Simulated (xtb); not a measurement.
GeI$_{4}$, charge -1, doublet, at a GFN2-xTB geometry (a state made from the parent by changing its charge; the spin is typed, not shown lowest); GFN2-xTB with ALPB(toluene) (xtb).

Here is a job for xtb.
```
$ xtb mol.xyz --gfn 2 --chrg -1 --uhf 1 --alpb toluene --json

# file mol.xyz
5

I     -1.01498190     2.44307870    -0.83070020
Ge    -0.00000000    -0.00000000    -0.00000000
I     -1.89317457    -1.98061983    -0.42652050
I      0.61477469     0.12473657     2.70099564
I      2.29338179    -0.58719544    -1.44377495
```

### Question
What does xtb print? Leave out banner, timings and long lists.

### Answer

```
   ID    Z sym.   atoms
    1   53 I      1, 3-5
    2   32 Ge     2

           -------------------------------------------------
          |                Calculation Setup                |
           -------------------------------------------------

           -------------------------------------------------
          |                 G F N 2 - x T B                 |
           -------------------------------------------------

      * Solvation model:               ALPB
        Solvent                        toluene
        Parameter file                 internal GFN2-xTB/ALPB
        Dielectric constant                7.0000E+00
        Reference state                gsolv [1 M gas/solution]
        Free energy shift                  2.2081E-03 Eh       1.3856E+00 kcal/mol
        Temperature                        2.9815E+02 K
        Density                            8.6700E-01 kg/L
        Solvent mass                       7.8110E+01 g/mol
        Interaction kernel             P16
        Born radius scaling (c1)           1.7172E+00
        Born radii integrator          GBOBC
        Born offset                        0.0000E+00 a0       0.0000E+00 AA
        H-bond correction              false
        Ion screening                  false
        Surface tension                    1.0000E-05 Eh       1.5569E+01 dyn/cm
        Grid points                               230 per atom

          ...................................................
          :                      SETUP                      :
          :.................................................:
          :  # basis functions                  50          :
          :  # atomic orbitals                  45          :
          :  # shells                           15          :
          :  # electrons                        33          :
          :  max. iterations                   250          :
          :  Hamiltonian                  GFN2-xTB          :
          :  restarted?                      false          :
          :  GBSA solvation                   true          :
          :  PC potential                    false          :
          :  electronic temp.          300.0000000     K    :
          :  accuracy                    1.0000000          :
          :  -> integral cutoff          0.2500000E+02      :
          :  -> integral neglect         0.1000000E-07      :
          :  -> SCF convergence          0.1000000E-05 Eh   :
[...]
         :: total energy             -17.745816008257 Eh    ::
[...]
       ...                                ...                  ...
        45                          1.1563507              31.4659
      -------------------------------------------------------------
                  HL-Gap            0.1661575 Eh            4.5214 eV
             Fermi-level           -0.2997218 Eh           -8.1558 eV

     #   Z          covCN         q      C6AA      α(0)
     1  53 I        0.827    -0.350   398.338    34.454
     2  32 Ge       3.294     0.400   180.652    24.987
     3  53 I        0.827    -0.350   398.338    34.454
     4  53 I        0.827    -0.350   398.338    34.454
     5  53 I        0.827    -0.350   398.338    34.454

 Mol. C6AA /au·bohr⁶  :       8692.876791
 Mol. C8AA /au·bohr⁸  :     798752.685886
 Mol. α(0) /au        :        162.805013

Wiberg/Mayer (AO) data.
largest (>0.10) Wiberg bond orders for each atom

 ---------------------------------------------------------------------------
     #   Z sym  total        # sym  WBO       # sym  WBO       # sym  WBO
 ---------------------------------------------------------------------------
     1  53 I    0.976 --     2 Ge   0.726
     2  32 Ge   2.902 --     4 I    0.726     3 I    0.726     1 I    0.726
                             5 I    0.726
     3  53 I    0.976 --     2 Ge   0.726
     4  53 I    0.976 --     2 Ge   0.726
     5  53 I    0.976 --     2 Ge   0.726
 ---------------------------------------------------------------------------

Topologies differ in total number of bonds
Writing topology from bond orders to xtbtopo.mol

molecular dipole:
                 x           y           z       tot (Debye)
 q only:       -0.000      -0.000       0.000
   full:       -0.000      -0.000       0.000       0.000
molecular quadrupole (traceless):
                xx          xy          yy          xz          yz          zz
 q only:       -0.000       0.000      -0.000       0.000       0.000       0.000
  q+dip:       -0.000       0.000      -0.000      -0.000       0.000       0.000
   full:       -0.000       0.000      -0.000      -0.000       0.000       0.000

           -------------------------------------------------
          | TOTAL ENERGY              -17.745816008257 Eh   |
          | GRADIENT NORM               0.000642196378 Eh/α |
          | HOMO-LUMO GAP               4.521377021024 eV   |
           -------------------------------------------------

normal termination of xtb
```
